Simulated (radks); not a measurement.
Values are calculated unless marked as measured or tabulated.
All-electron atom: V in [Ar] 3d1 4s2 4p2 (not the ground configuration). Code: a radial shooting solver on a logarithmic mesh with Libxc functionals. Model: Dirac Kohn-Sham, LDA (Slater exchange, VWN5 correlation), spin-unpolarised, spherical densities, point nucleus; open shells fill j = l - 1/2 first.

Normalised radial functions P(r) = r R(r) (large component), r in bohr:

| r | 3d5/2 | 4p3/2 |
|---|---|---|
| 0.008543 | 0.0001 | 0.0027 |
| 0.01121 | 0.0001 | 0.0044 |
| 0.01472 | 0.0003 | 0.0073 |
| 0.01932 | 0.0006 | 0.0119 |
| 0.02536 | 0.0013 | 0.0192 |
| 0.03355 | 0.0028 | 0.0305 |
| 0.04404 | 0.0059 | 0.0466 |
| 0.05781 | 0.0120 | 0.0686 |
| 0.07587 | 0.0240 | 0.0961 |
| 0.09959 | 0.0465 | 0.1261 |
| 0.1307 | 0.0863 | 0.1509 |
| 0.173 | 0.1553 | 0.1573 |
| 0.227 | 0.2589 | 0.1280 |
| 0.298 | 0.4030 | 0.0516 |
| 0.3911 | 0.5785 | -0.0665 |
| 0.5134 | 0.7555 | -0.1916 |
| 0.6739 | 0.8849 | -0.2628 |
| 0.8846 | 0.9150 | -0.2200 |
| 1.17 | 0.8193 | -0.0407 |
| 1.536 | 0.6303 | 0.2123 |
| 2.016 | 0.4090 | 0.4466 |
| 2.647 | 0.2178 | 0.5718 |
| 3.474 | 0.0908 | 0.5477 |
| 4.56 | 0.0277 | 0.4079 |
| 6.033 | 0.0054 | 0.2286 |
| 7.919 | 0.0006 | 0.0956 |
| 10.39 | 0.0000 | 0.0277 |

3d5/2 (empty): eigenvalue -17.118 eV, 0 radial nodes, <r> = 1.15 bohr, 90 % of the charge inside 1.92 bohr. 4p3/2 (empty): eigenvalue -3.673 eV, 2 radial nodes at r = 0.339, 1.23 bohr, <r> = 3.54 bohr, 90 % of the charge inside 5.40 bohr.
